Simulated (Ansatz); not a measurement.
This geometry of C₂H₅ClSiTe (10 atoms, charge 0, multiplicity 1) is a first-order saddle point.

The calculation used RKS PBE0-D4/def2-SVP in Ansatz.

```xyz
10
Properties=species:S:1:pos:R:3
Cl -1.774 0.182 1.224
C -0.181 -0.015 0.477
Te 1.380 -0.525 1.914
C -0.173 -0.807 -0.832
Si 0.231 1.007 -1.037
H 0.318 -0.487 3.190
H 0.598 -1.580 -0.941
H -1.159 -1.153 -1.165
H -0.800 1.916 -1.590
H 1.644 1.412 -1.239
```

Q: Which two structures does it join? (They come from a converged band through this point; their orientation in space is the band's.)

A: No bond is made or broken. The dihedral Cl1–C2–Te3–H6 goes from -79 to 79°.

Image 0:

```xyz
10
Properties=species:S:1:pos:R:3
Cl -2.067 -0.462 0.939
C -0.363 -0.336 0.448
Te 1.060 -1.123 1.850
C -0.086 -0.726 -1.012
Si 0.156 1.089 -0.650
H 0.990 0.219 2.833
H 0.761 -1.392 -1.213
H -0.982 -1.002 -1.581
H -0.902 2.020 -1.110
H 1.515 1.663 -0.500
```

Image 6:

```xyz
10
Properties=species:S:1:pos:R:3
Cl -2.052 0.059 1.059
C -0.343 0.065 0.566
Te 1.075 -0.204 2.147
C -0.066 -0.659 -0.759
Si 0.167 1.188 -0.851
H 0.847 -1.858 2.212
H 0.790 -1.341 -0.787
H -0.961 -1.073 -1.240
H -0.901 1.993 -1.488
H 1.526 1.780 -0.856
```

Q: How far does it lie above each of them?

A: 4.0 kcal/mol above the first and 4.2 kcal/mol above the second. This is the barrier of this one path; another mechanism may lie lower.

Time of the run: 120 s on 2 threads of Intel(R) Xeon(R) Platinum 8488C (Sapphire Rapids) (shared host), peak memory 0.33 GiB.
